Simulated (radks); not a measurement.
Q: The mean radii <r> (bohr) of the occupied orbitals of an atom or ion are listed with their occupations. Calculated with a radial shooting solver on a logarithmic mesh with Libxc functionals: non-relativistic Kohn-Sham, exchange-only PBE, spin-polarised, spherical densities, point nucleus.

orbital  occ.     <r>
1s up       1  0.2712
1s down     1  0.2699
2s up       1   1.445
2p up       2   1.475

Name the element and its charge. Open shells, if any, are filled with parallel spins first.

A: Z = 6, carbon, charge +1: C+ in [He] 2s1 2p2. The 1s radius gives Z: for a bare nucleus <r> = 1.5/Z, 0.25 bohr for Z = 6, and screening makes it slightly larger (0.2712 here). The occupations add up to 5, and the charge is Z minus that.
